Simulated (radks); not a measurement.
Task: Calculated with a radial shooting solver on a logarithmic mesh with Libxc functionals: scalar-relativistic Kohn-Sham, LDA (Slater exchange, VWN5 correlation), spin-unpolarised, spherical densities, finite nucleus; Fermi nuclear charge, rms radius of each element as measured or else 0.836 A^(1/3) + 0.57 fm. Response by self-consistent Sternheimer equations with the Hartree and adiabatic LDA kernel, the relativistic mass of each level held fixed and spin-orbit coupling left out. Rank P5+, Cl7+, Si4+, Al3+, Ne, Ar8+, Mg2+, S6+ (NIST ground configurations) by static dipole polarisability, largest first.

Result: Ne 3.055, Mg2+ 0.5134, Al3+ 0.2831, Si4+ 0.1713, P5+ 0.1105, S6+ 0.07490, Cl7+ 0.05270, Ar8+ 0.03823 bohr^3.
